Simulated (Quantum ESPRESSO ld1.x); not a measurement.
Initial-state core-level shifts of the germanium ion Ge3+ when its valence configuration changes from [Ar] 3d10 4s1. All-electron calculation, non-relativistic Kohn-Sham, LDA (Slater exchange, Perdew-Zunger correlation), spin-polarised, spherical densities, point nucleus; open shells are filled with parallel spins first. Program: ld1.x of Quantum ESPRESSO 7.5. Shifts are changes of the shell-averaged eigenvalues in eV (positive: less bound).

| valence | 1s | 2s | 2p | 3p |
|---|---|---|---|---|
| 3d10 4s0.5 4p0.5 | -0.724 | -0.707 | -0.703 | -0.728 |
| 3d9 4s2 | -11.886 | -13.107 | -13.003 | -10.356 |
| 3d9.5 4s1.5 | -5.829 | -6.424 | -6.372 | -5.121 |
| 3d9 4s1 4p1 | -13.071 | -14.283 | -14.167 | -11.573 |
| 3d8 4s0.5 4p2.5 | -27.548 | -30.151 | -29.906 | -24.054 |
| 3d10 4p1 | -1.444 | -1.409 | -1.401 | -1.451 |
| 3d7 4s1 4p3 | -41.544 | -45.687 | -45.331 | -35.500 |
| 3d9 4s0.5 4p1.5 | -13.744 | -14.949 | -14.827 | -12.250 |
| 3d9.5 4s0.5 4p1 | -7.135 | -7.705 | -7.643 | -6.450 |
